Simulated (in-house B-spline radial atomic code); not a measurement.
A fraction x of an electron is removed from 4s in the selenium ion Se⁴⁺, starting from [Ar] 3d10 4s2 and keeping the highest spin. Computed with a B-spline radial code for spherical atoms: non-relativistic LDA exchange-only, spin-polarised, spherical fractional occupations, point nucleus.

```csv
x,E(x) - E(0) (eV),4s down level (eV)
0,0.0000,-59.759
0.04,2.4003,-60.256
0.15,9.1036,-61.621
0.3,18.4856,-63.470
0.48,30.1081,-65.662
0.5,31.4238,-65.903
0.55,34.7339,-66.503
0.65,41.4435,-67.685
0.82,53.1162,-69.621
0.91,59.4256,-70.576
1,65.8165,-
```

The exact functional would give a straight line between the two integer points. Deviations E(x) - E(0) - x[E(1) - E(0)], in eV: -0.232 at x = 0.04, -0.769 at x = 0.15, -1.259 at x = 0.3, -1.484 at x = 0.48, -1.484 at x = 0.5, -1.465 at x = 0.55, -1.337 at x = 0.65, -0.853 at x = 0.82, -0.467 at x = 0.91.

The curve lies below the straight line by up to 1.484 eV (at x = 0.48): convex, the delocalisation error that favours fractional charges.

Problem. How well does Slater's transition state (minus the level at half occupation) give the ionisation energy?

Solution. It gives 65.903 eV against 65.817 eV from the two total energies; NIST lists 68.30 eV, ground level to ground level.
